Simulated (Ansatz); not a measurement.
Harmonic frequencies (cm⁻¹) at PBE0-D4/def2-TZVP from Ansatz: 44, 58, 58, 96, 96, 106, 199, 199, 374, 418, 419, 556, 1175, 1175, 1216, 1474, 1486, 1486, 3040, 3122, 3122.

Each molecule was computed in one conformer, which needn't be the lowest.

(1) Which molecule is it?
A. `C[O][Zr]([Cl])([Cl])[Cl]`
B. `C[S][Zr]([F])([F])[Cl]`
C. `[OH][Zr]([OH])([OH])[SeH]`
D. `[SeH][Zr]([SeH])([SeH])[SeH]`

Answers

(1) A.
